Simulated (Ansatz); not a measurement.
Conformers of `[OH][In]([OH])[F]`, each relaxed with PBE0-D4/def2-TZVP in Ansatz. CBS adds the triple-zeta coupled-cluster correction to the MP2 limit.

Elements past krypton have def2 core potentials. Outer-core shells of In are correlated without core-valence functions. Spin–orbit coupling is left out.

Not all of them had a frequency check.

Conformer A:

Cartesian coordinates in Å:
```
O 1.552 -0.364 -0.629
In -0.234 -0.185 0.176
O -1.359 1.417 0.181
F -0.927 -1.774 1.047
H 1.907 -1.249 -0.503
H -0.938 2.154 -0.271
```

Conformer B:

Cartesian coordinates in Å:
```
O -1.252 0.263 -1.468
In 0.014 0.015 0.002
O 0.107 -1.452 1.293
F 1.362 1.415 0.209
H -1.065 1.077 -1.945
H 0.833 -1.318 1.910
```

Which is lowest in electronic energy at CCSD(T)/CBS (frozen core, def2 sets), and by how much? (Best estimate.)

Ansatz gave: B; A lies 1.7 kJ/mol higher. Gaps under about 2 kJ/mol don't settle the order.

Give the energies relative to B (kJ/mol) with ωB97X-V/def2-TZVPP, PBE/def2-TZVPP, HF/def2-TZVPP, MP2/def2-TZVPP, HF/def2-QZVPP, MP2/def2-QZVPP, CCSD/CBS(def2). (Best estimate.)

Ansatz gave: 
```json
{"level": "ωB97X-V/def2-TZVPP", "A": "2.2"}
{"level": "PBE/def2-TZVPP", "A": "2.7"}
{"level": "HF/def2-TZVPP", "A": "1.4"}
{"level": "MP2/def2-TZVPP", "A": "1.9"}
{"level": "HF/def2-QZVPP", "A": "1.2"}
{"level": "MP2/def2-QZVPP", "A": "1.8"}
{"level": "CCSD/CBS(def2)", "A": "1.7"}
```
